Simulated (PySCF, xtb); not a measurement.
Cl₃Fe, SMILES [Cl][Fe-]([Cl])[Cl] (connectivity only; charge and spin as stated), charge -1, multiplicity 5.

Harmonic wavenumbers (cm⁻¹) from GFN2-xTB (xtb) at its own minimum, in rising order: 44, 89, 89, 270, 286, 286.

Problem. What does PBE0-D3(BJ)/def2-SVPD run with PySCF give at its own minimum? (An estimate is asked for; the answer gives what the named calculation found.)

Solution. 93, 93, 114, 282, 361, 361. Paired by order, the mean absolute difference is 40 cm⁻¹ and the zero-point energies are 1.5 and 1.9 kcal/mol.
